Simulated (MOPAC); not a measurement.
Input for MOPAC: PM3 on Ge2, 2S+1 = 3, a spin state set in the input, which need not be the lowest, a point of a bond scan (R = 2.393 Å).

```
PM3 1SCF PRECISE CHARGE=0 UHF MS=1 THREADS=1
Ge2

Ge     0.00000000 1     0.00000000 1     0.00000000 1
Ge     0.00000000 1     0.00000000 1     2.39270800 1
```

The log:

```
*******************************************************************************
 **                                                                           **
 **                              MOPAC v23.2.5                                **
 **                                                                           **
 *******************************************************************************
 ** MOPAC's Digital Object Identifier: https://doi.org/10.5281/zenodo.6511958 **
 **                                                                           **
 ** Please cite the open-source release paper for use of this MOPAC version:  **
 ** J. E. Moussa and J. J. P. Stewart (2026)                                  **
 ** MOPAC: An open-source semiempirical molecular orbital program             **
 ** J. Open Source Softw., 11(119), 8025, https://doi.org/10.21105/joss.08025 **
 *******************************************************************************

                              PM3 CALCULATION RESULTS

 *******************************************************************************
 *  PM3        - The PM3 Hamiltonian to be used
 *  UHF        - UNRESTRICTED HARTREE-FOCK CALCULATION
 *
 *
 *
 *                 CHARGE ON SYSTEM = 0
 *
 *
 *
 *  MS=        - IN MECI, MAGNETIC COMPONENT OF SPIN =  1.0
 *  PRECISE    - TIGHTER CRITERIA TO BE USED
 *  1SCF       - DO 1 SCF AND THEN STOP
 *  THREADS=1  - MULTI-THREADING NOT USED
 *  T=         - A TIME OF 172800.0 SECONDS REQUESTED
 *  DUMP=N     - RESTART FILE WRITTEN EVERY 7200.0 SECONDS REQUESTED
 *******************************************************************************
PM3 1SCF PRECISE CHARGE=0 UHF MS=1 THREADS=1
 Ge2

   ATOM   CHEMICAL          X               Y               Z
  NUMBER   SYMBOL      (ANGSTROMS)     (ANGSTROMS)     (ANGSTROMS)

     1      Ge          0.00000000  *   0.00000000  *   0.00000000  *
     2      Ge          0.00000000  *   0.00000000  *   2.39270800  *



          CARTESIAN COORDINATES

    NO.       ATOM           X           Y           Z

     1        Ge          0.0000      0.0000      0.0000
     2        Ge          0.0000      0.0000      2.3927

 Ge: (PM3): J. J. P. STEWART, J. COMP. CHEM. 12, 320-341 (1991).

           Empirical Formula: Ge2  =     2 atoms



      MOLECULAR POINT GROUP   :   D*h


          UHF CALCULATION, NO. OF ALPHA ELECTRONS =    5
                           NO. OF BETA  ELECTRONS =    3

 -------------------------------------------------------------------------------
 PM3 1SCF PRECISE CHARGE=0 UHF MS=1 THREADS=1
 Ge2



     1SCF WAS SPECIFIED, SO BFGS WAS NOT USED
     SCF FIELD WAS ACHIEVED


                              PM3 CALCULATION
                                                       MOPAC v23.2.5 Linux




          FINAL HEAT OF FORMATION =        116.40046 KCAL/MOL =     487.01951 KJ/MOL


          COSMO AREA              =        112.19 SQUARE ANGSTROMS
          COSMO VOLUME            =        104.77 CUBIC ANGSTROMS

          IONIZATION POTENTIAL    =          9.452192 EV
          ALPHA SOMO LUMO (EV)    =        -10.132 -5.219
          BETA  SOMO LUMO (EV)    =         -9.452 -4.796
          NO. OF ALPHA ELECTRONS  =          5
          NO. OF BETA  ELECTRONS  =          3
          MOLECULAR WEIGHT        =        145.1800         POINT GROUP:  D*h

          MOLECULAR DIMENSIONS (Angstroms)

            Atom       Atom       Distance
           Ge     2   Ge     1     2.39271
           Ge     2   Ge     1     0.00000
           Ge     1   Ge     2     0.00000


          SCF CALCULATIONS        =          1





   ATOM   CHEMICAL          X               Y               Z
  NUMBER   SYMBOL      (ANGSTROMS)     (ANGSTROMS)     (ANGSTROMS)

     1      Ge          0.00000000  *   0.00000000  *   0.00000000  *
     2      Ge          0.00000000  *   0.00000000  *   2.39270800  *

                             CARTESIAN COORDINATES

   1   Ge        0.000000000     0.000000000     0.000000000
   2   Ge        0.000000000     0.000000000     2.392708000


           Empirical Formula: Ge2  =     2 atoms



      MOLECULAR POINT GROUP   :   D*h


          ALPHA EIGENVALUES
 -12.91331 -11.54515 -10.60563 -10.30762 -10.13196  -5.21862   0.51098   3.06267


           BETA EIGENVALUES
 -11.75631  -9.85013  -9.45219  -4.79621  -4.39827  -4.21396   2.46297   4.38500


              NET ATOMIC CHARGES AND DIPOLE CONTRIBUTIONS

  ATOM NO.   TYPE          CHARGE      No. of ELECS.   s-Pop       p-Pop
    1         Ge          -0.000019        4.0000     0.08149     3.91853
    2         Ge           0.000019        4.0000     0.08149     3.91849
 DIPOLE           X         Y         Z       TOTAL
 POINT-CHG.     0.000     0.000     0.000     0.000
 HYBRID         0.000     0.000    -0.000     0.000
 SUM            0.000     0.000     0.000     0.000


          ATOMIC ORBITAL ELECTRON POPULATIONS

     Atom    s        px        py        pz
    1 Ge   0.08149   1.50001   1.00001   1.41852
    2 Ge   0.08149   1.49999   0.99999   1.41851


                    (SZ)    =    1.000000
                    (S**2)  =    2.031966


          ATOMIC ORBITAL SPIN POPULATIONS

    Atom   Total    s     px     py     pz
         Atomic
    1 Ge  1.0000 -0.023  0.500 -0.000  0.523
    2 Ge  1.0000 -0.023  0.500  0.000  0.523

 **********************
 *                    *
 * JOB ENDED NORMALLY *
 *                    *
 **********************




 == MOPAC DONE ==
```

The run finished.

Cost: about 0.020 core-seconds (a rough figure).
